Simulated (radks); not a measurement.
Question: These are the eigenvalues of the occupied orbitals of an atom or ion with whole-number occupations (eV). Calculated with a radial shooting solver on a logarithmic mesh with Libxc functionals: scalar-relativistic Kohn-Sham, BLYP, spin-polarised, spherical densities, finite nucleus; Fermi nuclear charge, rms radius of each element as measured or else 0.836 A^(1/3) + 0.57 fm.

| orbital | eigenvalue |
|---|---|
| 1s up | -44818.34 |
| 1s down | -44777.27 |
| 2s up | -10436.32 |
| 2s down | -10367.08 |
| 2p up | -9867.602 |

Which element is it, and in what charge state? The configuration may be excited. Open shells, if any, are filled with parallel spins first.

Answer: Z = 58, cerium, charge +51: Ce51+ in [He] 2s2 2p3. The list shows which subshells hold electrons but not how many an open one holds; the 1s level, -1647 hartree, gives Z - s = 57.4 by -(Z - s)^2/2, which with screening and relativity narrows Z to a few neighbours, and the depths of the outer levels then fix element, charge and occupations together.
